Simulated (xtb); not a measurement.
F₆Si₂, charge -1, doublet, geometry from GFN2-xTB (a state made from the parent by changing its charge; the spin is typed, not shown lowest). Base run: GFN2-xTB (xtb).

xtb was given this input:
```
$ xtb mol.xyz --gfn 2 --chrg -1 --uhf 1 --json

# file mol.xyz
8

F      2.49883233    -0.26838669    -1.13758630
Si     1.11033667    -0.08712955    -0.20292888
F      1.71358062     1.21089097     0.58438236
F      1.56806140    -1.25283648     0.84599198
Si    -1.11033667     0.08712955     0.20292888
F     -1.56806140     1.25283648    -0.84599198
F     -1.71358062    -1.21089097    -0.58438236
F     -2.49883233     0.26838669     1.13758630
```

Each row names what was changed in the base input (with any setting that the change needs).

```json
[
 {"change": "base", "ΔE vs base (kcal/mol)": "0.000", "G_solv (kcal/mol)": "-", "SCF cycles": "12"},
 {"change": "alpb = dmf", "ΔE vs base (kcal/mol)": "-45.46", "G_solv (kcal/mol)": "-45.49", "SCF cycles": "12"},
 {"change": "alpb = ether", "ΔE vs base (kcal/mol)": "-37.43", "G_solv (kcal/mol)": "-37.45", "SCF cycles": "12"},
 {"change": "acc = 0.1", "ΔE vs base (kcal/mol)": "0.000", "G_solv (kcal/mol)": "-", "SCF cycles": "13"},
 {"change": "gbsa = thf", "ΔE vs base (kcal/mol)": "-46.85", "G_solv (kcal/mol)": "-46.88", "SCF cycles": "12"},
 {"change": "file = coord", "ΔE vs base (kcal/mol)": "0.000", "G_solv (kcal/mol)": "-", "SCF cycles": "12"},
 {"change": "etemp = 1000", "ΔE vs base (kcal/mol)": "0.000", "G_solv (kcal/mol)": "-", "SCF cycles": "12"}
]
```

ALPB and GBSA are two models with their own fitted parameters for each solvent, which aren't always the measured dielectric constant.
